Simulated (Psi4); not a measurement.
Psi4 input (wB97X-D/6-311+G**):

```
memory 1500 MB

molecule {
-1 1
C    -1.18635000   -0.55694800   -1.59475300
Si    0.08327300   -0.19009900   -0.22229300
C     1.72585000    0.17917300   -1.12521900
P     0.07795000   -1.76938900    1.25963000
P    -0.50140600    2.00505900    0.36063400
H    -1.19840200    0.23073900   -2.35306600
H    -2.19160800   -0.64621500   -1.17647000
H    -0.94209400   -1.50518400   -2.08094800
H     2.06641800   -0.72386400   -1.63835000
H     2.49860000    0.45950400   -0.40503800
H     1.62728000    0.98775700   -1.85729600
H     1.16490900   -1.17802600    1.97863300
H    -1.53895500    1.64928500    1.26165900
H     0.46285400    2.11898200    1.39884800
symmetry c1
no_reorient
no_com
}

set {
  basis 6-311+G**
  reference rks
  scf_type df
  df_basis_scf def2-universal-jkfit
  dft_radial_points 99
  dft_spherical_points 590
  e_convergence 1e-8
  d_convergence 1e-7
  maxiter 150
}

e = energy('wb97x-d')
print_out(f'\nFINAL {e:.10f} DIPOLE {variable("CURRENT DIPOLE")[0]:.6f} {variable("CURRENT DIPOLE")[1]:.6f} {variable("CURRENT DIPOLE")[2]:.6f}\n')
```

Output:

```
   => Loading Basis Set <=

    Name: 6-311+G**
    Role: ORBITAL
    Keyword: BASIS
    atoms 1, 3 entry C          line   129 file 6-311pgss.gbs
    atoms 2    entry SI         line   351 file 6-311pgss.gbs
    atoms 4-5  entry P          line   390 file 6-311pgss.gbs
    atoms 6-14 entry H          line    42 file 6-311pgss.gbs

   => WB97X-D: Empirical Dispersion <=

    Chai and Head-Gordon Dispersion Correction
    Chai, J.-D.; Head-Gordon, M. (2010), J. Chem. Phys., 132: 6615-6620

        s6 =       1.000000

         ---------------------------------------------------------
                                   SCF
               by Justin Turney, Rob Parrish, Andy Simmonett
                          and Daniel G. A. Smith
                              RKS Reference
         ---------------------------------------------------------

  ==> Geometry <==

    Molecular point group: c1
    Full point group: C1

    Geometry (in Angstrom), charge = -1, multiplicity = 1:

       Center              X                  Y                   Z               Mass
    ------------   -----------------  -----------------  -----------------  -----------------
         C           -1.186350000000    -0.556948000000    -1.594753000000    12.000000000000
         SI           0.083273000000    -0.190099000000    -0.222293000000    27.976926534650
         C            1.725850000000     0.179173000000    -1.125219000000    12.000000000000
         P            0.077950000000    -1.769389000000     1.259630000000    30.973761998420
         P           -0.501406000000     2.005059000000     0.360634000000    30.973761998420
         H           -1.198402000000     0.230739000000    -2.353066000000     1.007825032230
         H           -2.191608000000    -0.646215000000    -1.176470000000     1.007825032230
         H           -0.942094000000    -1.505184000000    -2.080948000000     1.007825032230
         H            2.066418000000    -0.723864000000    -1.638350000000     1.007825032230
         H            2.498600000000     0.459504000000    -0.405038000000     1.007825032230
         H            1.627280000000     0.987757000000    -1.857296000000     1.007825032230
         H            1.164909000000    -1.178026000000     1.978633000000     1.007825032230
         H           -1.538955000000     1.649285000000     1.261659000000     1.007825032230
         H            0.462854000000     2.118982000000     1.398848000000     1.007825032230

  Running in c1 symmetry.

  Rotational constants: A =      0.08451  B =      0.05087  C =      0.04555 [cm^-1]
  Rotational constants: A =   2533.56459  B =   1525.10887  C =   1365.66044 [MHz]
  Nuclear repulsion =  346.778984037453256

  Charge       = -1
  Multiplicity = 1
  Electrons    = 66
  Nalpha       = 33
  Nbeta        = 33

[...]
      25A     -0.344907    26A     -0.341581    27A     -0.314133
      28A     -0.249978    29A     -0.235458    30A     -0.213880
      31A     -0.198874    32A     -0.146446    33A     -0.076828

    Virtual:

      34A      0.152956    35A      0.173555    36A      0.180800
      37A      0.187342    38A      0.198254    39A      0.202424
      40A      0.205275    41A      0.214126    42A      0.219443
      43A      0.228245    44A      0.231339    45A      0.241848
      46A      0.245657    47A      0.253447    48A      0.258452
      49A      0.261050    50A      0.274286    51A      0.280540
      52A      0.283616    53A      0.293352    54A      0.299376
      55A      0.313629    56A      0.319168    57A      0.331319
      58A      0.336537    59A      0.358739    60A      0.372946
      61A      0.374559    62A      0.388206    63A      0.394188
      64A      0.406648    65A      0.452975    66A      0.465160
      67A      0.479912    68A      0.480180    69A      0.499625
      70A      0.521323    71A      0.523930    72A      0.536738
      73A      0.546666    74A      0.551889    75A      0.555037
      76A      0.573454    77A      0.582025    78A      0.632957
      79A      0.681805    80A      0.694351    81A      0.711174
      82A      0.726481    83A      0.737321    84A      0.753469
      85A      0.790861    86A      0.810147    87A      0.826937
      88A      0.849008    89A      0.854050    90A      0.878646
      91A      0.885741    92A      0.892503    93A      0.905721
      94A      0.931217    95A      0.943321    96A      0.948801
      97A      0.963940    98A      0.965645    99A      0.974234
     100A      0.986746   101A      1.035152   102A      1.041520
     103A      1.087702   104A      1.110571   105A      1.152268
     106A      1.152389   107A      1.176907   108A      1.196355
     109A      1.239160   110A      1.318295   111A      1.321419
     112A      1.337872   113A      1.381703   114A      1.441414
     115A      1.586527   116A      1.632498   117A      1.634216
     118A      1.675282   119A      1.679639   120A      1.684452
     121A      1.689598   122A      1.725006   123A      1.741666
     124A      1.766062   125A      1.784621   126A      1.797204
     127A      1.810379   128A      1.818254   129A      1.837555
     130A      1.878394   131A      1.900962   132A      1.903370
     133A      1.913716   134A      1.942300   135A      1.961681
     136A      1.984793   137A      1.994718   138A      2.003103
     139A      2.012250   140A      2.082604   141A      2.102077
     142A      2.260200   143A      2.280936   144A      2.293037
     145A      2.338232   146A      2.367926   147A      2.409345
     148A      2.420454   149A      2.447565   150A      2.463778
     151A      2.679353   152A      2.682137   153A      2.728680
     154A      2.743025   155A      2.754796   156A      2.765683
     157A      2.771447   158A      2.798986   159A      2.825005
     160A      2.856124   161A      2.891958   162A      2.901700
     163A      2.990048   164A      3.080100   165A      3.138898
     166A      3.365282   167A      3.476830   168A      3.974483
     169A      3.983447   170A      3.999228   171A      4.009257
     172A      5.871145   173A      7.227300   174A      7.270657
     175A     11.712948   176A     11.748706   177A     11.771166
     178A     14.194377   179A     14.203610   180A     14.226663
     181A     14.261620   182A     14.272106   183A     14.331753
     184A     24.212774   185A     24.222814   186A    141.358124
     187A    163.446465   188A    163.505846

    Final Occupation by Irrep:
              A
    DOCC [    33 ]
    NA   [    33 ]
    NB   [    33 ]

  @DF-RKS Final Energy: -1053.90835990145229

   => Energetics <=

    Nuclear Repulsion Energy =            346.7789840374532560
    One-Electron Energy =               -2156.2819759181243171
    Two-Electron Energy =                 814.2533921697407777
    DFT Exchange-Correlation Energy =     -58.6519725454304179
    Empirical Dispersion Energy =          -0.0067876450915973
    VV10 Nonlocal Energy =                  0.0000000000000000
    Total Energy =                      -1053.9083599014522861

Computation Completed

Properties will be evaluated at   0.000000,   0.000000,   0.000000 [a0]

Properties computed using the SCF density matrix

 Multipole Moments:

 ------------------------------------------------------------------------------------
     Multipole            Electronic (a.u.)      Nuclear  (a.u.)        Total (a.u.)
 ------------------------------------------------------------------------------------

 L = 1.  Multiply by 2.5417464519 to convert [e a0] to [Debye]
 Dipole X            :          0.1627290           -0.0000302            0.1626988
 Dipole Y            :          1.2554841           -0.0000151            1.2554690
 Dipole Z            :         -1.3304266           -0.0000038           -1.3304304
 Magnitude           :                                                    1.8364962

 ------------------------------------------------------------------------------------

FINAL -1053.9083599015 DIPOLE 0.162699 1.255469 -1.330430

*** Psi4 exiting successfully. Buy a developer a beer!
```

The dipole moment of an ion depends on the origin.

The geometry given is a B3LYP-D3(BJ)/def2-TZVP minimum.
